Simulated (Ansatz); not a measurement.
Input file for C3H6O2Si, SMILES `C=C=C(O)[SiH2]O`:

```yaml
crystal:
  periodic: [false, false, false]
  atoms:
    - {symbol: C, position_ang: [0.252268, -2.233538, -1.065043]}
    - {symbol: C, position_ang: [-0.145378, -1.070758, -0.632595]}
    - {symbol: C, position_ang: [-0.492844, 0.098213, -0.164130]}
    - {symbol: O, position_ang: [-1.591472, 0.818564, -0.575912]}
    - {symbol: Si, position_ang: [0.504380, 0.919380, 1.191088]}
    - {symbol: O, position_ang: [1.041166, 2.404449, 0.730155]}
    - {symbol: H, position_ang: [-0.081993, -3.157560, -0.600885]}
    - {symbol: H, position_ang: [0.932990, -2.323211, -1.907523]}
    - {symbol: H, position_ang: [-2.051958, 0.325638, -1.264035]}
    - {symbol: H, position_ang: [-0.366701, 1.026765, 2.393548]}
    - {symbol: H, position_ang: [1.697540, 0.091953, 1.463971]}
    - {symbol: H, position_ang: [0.379002, 3.044804, 0.465162]}
basis:
  gaussian: {orbitals: def2-TZVPP}
correlation: {method: ccsd_t}
```

```sh
$ ansatz run in.yaml --threads 4 --pin off --events-out ev --progress --plain --max-ram 10444MiB
```

The program prints (abridged):

```
Functional definition: HF
1698 factors; integrals over basis functions are off by at most 7.3e-4 eV
mean field evaluation 1: about -15120.4123 eV, gradient 4.7e1 eV
mean field evaluation 2: about -15120.7863 eV, gradient 4.7e1 eV
mean field evaluation 4: about -15125.6413 eV, gradient 5.0e0 eV
mean field evaluation 8: about -15125.7297 eV, gradient 2.8e-1 eV
mean field -15125.73016600 eV, -555.8603310123 hartree, gradient 5.1e-6 eV, S^2 0.000000; 0 other end points of the search recorded, 0 dependent functions left out
10 core orbitals not correlated: weight in the atoms' cores, before any rotation towards them, 1.000 or more for the frozen orbitals, at most 0.000 for the correlated occupied ones
reference -15125.73016600 eV, -555.8603310123 hartree; 17, 17 occupied and 254, 254 virtual orbitals, 1698 factors
second order -29.00711487 eV of doubles, -0.00000000 eV of singles
cycle   1  -29.06878871 eV  change   -6.2e-2 eV  update   1.2e-1
cycle   2  -29.79559022 eV  change   -7.3e-1 eV  update   3.9e-2
cycle   3  -29.98279934 eV  change   -1.9e-1 eV  update   2.0e-2
cycle   4  -29.97095395 eV  change    1.2e-2 eV  update   5.2e-3
cycle   5  -29.96848218 eV  change    2.5e-3 eV  update   2.3e-3
cycle   6  -29.97023295 eV  change   -1.8e-3 eV  update   7.0e-4
cycle   7  -29.97012995 eV  change    1.0e-4 eV  update   2.7e-4
cycle   8  -29.97001293 eV  change    1.2e-4 eV  update   1.0e-4
cycle   9  -29.97004787 eV  change   -3.5e-5 eV  update   4.3e-5
cycle  10  -29.97007362 eV  change   -2.6e-5 eV  update   1.8e-5
perturbative correction -1.29563559 eV, -0.0476137298 hartree
Total energy: -15156.99587521 eV, -557.0093246333 hartree
```

It took 71 s on 4 threads of an Intel Xeon 6975P-C on a shared host, with 9.2 GiB of host memory at the peak.

Correlation energy per correlated electron: -0.920 eV. T1 diagnostic: 0.0128.
